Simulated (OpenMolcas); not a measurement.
**Multiplet structure of S+**

```json
{
 "Program": "OpenMolcas",
 "Method": "SS-RASPT2, IPEA 0.25 Eh, imaginary shift 0.1 Eh (closed shells correlated: 2s 2p)",
 "Basis": "ANO-RCC-VTZP [5s4p2d1f]",
 "Scalar Hamiltonian": "DKH2, point nucleus",
 "Active space": "5 electrons in 9 orbitals (RAS2 3s 3p; RAS3 3d, at most 2 electrons)",
 "State averaging": "2S+1 = 4 odd, 1 root; 2S+1 = 2 odd, 8 roots; 2S+1 = 4 even, 3 roots; 2S+1 = 2 even, 9 roots",
 "Spin-orbit coupling": "state interaction with AMFI integrals over the reference wave functions, term energies averaged over their components"
}
```

Spin-free terms above the lowest, with the occupations of the reference:

```json
{"Configuration": "3s2 3p3", "Term": "4S*", "E (cm-1)": "0.0", "Occupations": "3s 1.95 3p 2.98 3d 0.06"}
{"Configuration": "3s2 3p3", "Term": "2D*", "E (cm-1)": "15560", "Occupations": "3s 1.95 3p 2.98 3d 0.07"}
{"Configuration": "3s2 3p3", "Term": "2P*", "E (cm-1)": "25650", "Occupations": "3s 1.92 3p 3.01 3d 0.07"}
{"Configuration": "3s 3p4", "Term": "4P", "E (cm-1)": "79530", "Occupations": "3s 1.12 3p 3.68 3d 0.19"}
{"Configuration": "3s 3p4", "Term": "2D", "E (cm-1)": "100250", "Occupations": "3s 1.28 3p 3.36 3d 0.36"}
```

With spin-orbit coupling, above the lowest level:

```
Configuration  Term    J  E (cm-1)  Measured (cm-1)  Term weight %
      3s2 3p3   4S*  3/2       0.0              0.0            100
      3s2 3p3   2D*  3/2     15550            14853            100
      3s2 3p3   2D*  5/2     15570            14885            100
      3s2 3p3   2P*  1/2     25660            24525            100
      3s2 3p3   2P*  3/2     25680            24572            100
       3s 3p4    4P  5/2     79340            79395            100
       3s 3p4    4P  3/2     79670            79757            100
       3s 3p4    4P  1/2     79860            79963            100
       3s 3p4    2D  3/2    100250            97891            100
       3s 3p4    2D  5/2    100260            97919            100
```

Against the 9 measured excited levels shown (NIST Handbook of Basic Atomic Spectroscopic Data) the mean absolute deviation is 950 cm-1; the largest miss in energy is 3s 3p4 2D 3/2: computed 100250, measured 97891 cm-1 (+2.4 %), and the largest in proportion 3s2 3p3 2D* 3/2 (+4.7 %).

Spin-orbit coupling puts the lowest level 6.8 cm-1 below the lowest spin-free term.

Term energies are means over components that CASPT2 splits; among the terms shown or strongly mixed into the levels shown the widest spread is 49 cm-1 (3s 3p4 2D). The run also gave levels led by 3s2 3p2 3d, which use shells meant for correlation; these and all levels above them are left out. Some terms mix strongly with configurations of 3d, whose occupation reaches 0.36 (3s 3p4 4P, 3s 3p4 2D). Computed and measured levels are paired by configuration, term and J; levels that our copy of the source lacks, or whose pairing is in doubt (as where it misses far off the trend of its configuration), stay unpaired and out of the deviations. Levels of configurations outside the active space are missing. The first state left out of the spin-orbit step lies near 130000 cm-1 above the lowest spin-free state of the reference (among the parities and spins computed), and the list stops at four fifths of that energy or lower.

The term weight is that of the spin-free term in the level, not the purity of its configuration. * marks odd parity.
